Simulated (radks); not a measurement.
The numbers below are computed, except where a source is named.
Q: Valence configurations of the boron ion B+ (all share [He]). Code: a radial shooting solver on a logarithmic mesh with Libxc functionals. Model: non-relativistic Kohn-Sham, PBE, spin-polarised, spherical densities, point nucleus; open shells are filled with parallel spins first. Order these by energy: 2p2; 2s2; 2s1.5 2p0.5; 2s1 2p1.

A: From the lowest, in eV above it: 2s2 0.000; 2s1.5 2p0.5 2.614; 2s1 2p1 4.194; 2p2 10.414. NIST lists [He] 2s2 as the ground configuration; this level of theory agrees among the configurations tried. The energies are those of spherical high-spin densities, not of single terms.
